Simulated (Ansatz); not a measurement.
Consider the cleavage of the Si–Si bond: `F[SiH2][SiH]1C[SiH2]1` + H₂Se → `[SeH][SiH]1C[SiH2]1` + `F[SiH3]`.

Gas-phase electronic energies from Ansatz, PBE0-D4/def2-TZVP geometries. CCSD(T)/CBS is the MP2 limit (def2-TZVPP, def2-QZVPP) plus CCSD(T) − MP2 in def2-TZVPP, frozen cores. This one scheme is used for every species. Functionals use def2-TZVPP. B3LYP here is the variant with VWN-RPA as its local correlation; programs differ in this. For Se outer-core shells are correlated without core-valence functions, which leaves a few kJ/mol of doubt a bond. Scalar relativity is left out up to krypton. Each species was taken in one conformer, which may not be the lowest.

(1) Is it downhill or uphill in electronic energy at CCSD(T)/CBS, and by how much? (An estimate is asked.)

(2) What do these levels give: r2SCAN-D4, ωB97X-V, PBE0, B3LYP, MP2/def2-TZVPP, CCSD/def2-TZVPP, CCSD(T)/def2-TZVPP, HF/def2-QZVPP, MP2/def2-QZVPP, SCS-MP2/def2-QZVPP, HF/CBS(def2), CCSD/CBS(def2)? (Best estimate.)

Largest T1 diagnostic among the species: 0.013.

## Answers

(1) The calculation gave: Downhill: ΔE = -14.1 kcal/mol.

(2) Computed: r2SCAN-D4 -12.5, ωB97X-V -13.0, PBE0 -12.0, B3LYP -13.0, MP2/def2-TZVPP -16.0, CCSD/def2-TZVPP -13.7, CCSD(T)/def2-TZVPP -13.4, HF/def2-QZVPP -16.4, MP2/def2-QZVPP -16.4, SCS-MP2/def2-QZVPP -16.1, HF/CBS(def2) -16.4, CCSD/CBS(def2) -14.4 kcal/mol.

From PBE to PBE0 (25 % exact exchange), in def2-TZVPP and without D4, ΔE moves by −1.3 kcal/mol.
